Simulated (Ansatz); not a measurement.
Cost and result for the atomization energy of F2HSSn (`[F][Sn]([F])[SH]`) radical (5 atoms, 4 bonds).

Z-matrix (Å, degrees):
```
Sn
F 1 1.919
S 1 2.423 2 106.2
F 1 1.923 2 103.4 3 -113.3
H 3 1.346 1 90.5 2 -154.6
```

Total charge 0; spin multiplicity 2. Correlated methods include outer-core shells of Sn, which these sets cover unevenly. Sn: def2 effective core potential. Geometry: relaxed with PBE0-D4/def2-TZVP. It is one conformer, not always the lowest. Program: Ansatz. All runs use 4 threads of an Intel Xeon on a shared host. Times are those of one run each, without the atoms' runs, and a repeat can differ threefold. Electronic energies, without spin–orbit coupling; frozen cores. CCSD(T)/CBS adds CCSD(T) − MP2 in def2-TZVPP to the MP2 limit, and its time is that of the two runs behind it. T1 = 0.018; ⟨S²⟩ of the reference is 0.77. With those shells the extrapolation isn't a true limit.

CCSD(T)/CBS is a level of theory with its own doubt, some kJ/mol a heavy atom from the limit and from the frozen cores, so smaller differences don't rank the functionals.

```csv
level,functions,wall time,atomization (kJ/mol),difference from CCSD(T)/CBS,per bond
LDA (SPW92)/def2-TZVPP,168,1.4 s,1774.4,287.4,71.8
revPBE-D4/def2-TZVPP,168,1.9 s,1476.2,-10.8,-2.7
PBE0-D4/def2-TZVPP,168,2.6 s,1454.0,-33.0,-8.3
BHLYP-D4/def2-TZVPP,168,2.9 s,1368.8,-118.2,-29.6
PBE-QIDH/def2-TZVPP,168,3.8 s,1429.9,-57.1,-14.3
B2PLYP/def2-TZVPP,168,3.9 s,1444.0,-43.0,-10.8
r2SCAN-D4/def2-TZVPP (with forces),168,4.1 s,1494.9,7.9,2.0
CCSD(T)/def2-SVP,77,5.5 s,1297.4,-189.6,-47.4
ωB97X-V/def2-TZVPP,168,6 s,1486.5,-0.5,-0.1
B97M-V/def2-TZVPP,168,6 s,1510.1,23.1,5.8
MP2/def2-QZVPP,296,11 s,1510.7,23.7,5.9
CCSD(T)/def2-TZVPP,168,99 s,1411.1,-75.9,-19.0
CCSD(T)/CBS(def2),–,110 s,1487.0,0.0,0.0
```

The D4 term adds +18.9 kJ/mol with B3LYP and +9.7 kJ/mol with PBE0; it sums over pairs of atoms, weighted by their polarisabilities, and B3LYP, whose exchange is more repulsive, gets the larger term. At CCSD(T), def2-SVP lies −189.6 kJ/mol from the extrapolated value and def2-TZVPP −76.0 kJ/mol: correlation converges slowly with the basis, and small sets miss more of it in the bonded molecule than in its fragments. From r2SCAN to r2SCAN0 (25 % exact exchange), in def2-TZVPP and without D4, the atomization energy moves by −73.7 kJ/mol: exact exchange takes away binding that semilocal exchange gives to molecules.

B3LYP here is the variant with VWN-RPA as its local correlation; programs differ in this.

Spin–orbit coupling would lower the free Sn atoms strongly, and the atomization energy with them, by more than many differences here. For some Ge, Se and Sn compounds the MP2-based and the directly extrapolated limit differ by 10 to 25 kJ/mol.
